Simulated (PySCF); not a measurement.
**Low-lying terms of Mn⁷⁺ (manganese, charge +7)**

Ground state [Ar], ¹S. Computed with PySCF 2.14 in an even-tempered Gaussian basis (22 s from 0.0512 bohr⁻², ratio 2.5; 15 p from 0.0672 bohr⁻², ratio 2.5; 7 d from 0.0715 bohr⁻², ratio 2.7; 3 f from 5.7 bohr⁻², ratio 2.7), with scalar relativity by spin-free X2C-1e. Vertical excitation energies in eV without spin-orbit coupling; excited terms of each kind are numbered among those the solver found. Frozen: [Ne].

```csv
term,leading excitation,EOM-EE-CCSD
1 3P°,3p → d,47.465
1 3F°,3p → d,49.747
1 1D°,3p → d,52.998
1 3D°,3p → d,53.182
1 1F°,3p → d,53.518
1 1P°,3p → d,68.430
1 3D,3s → d,84.002
1 1D,3s → d,86.585
1 3S,3p → p,108.64
```

The solver can miss terms. The 30 highest virtual orbitals were dropped.
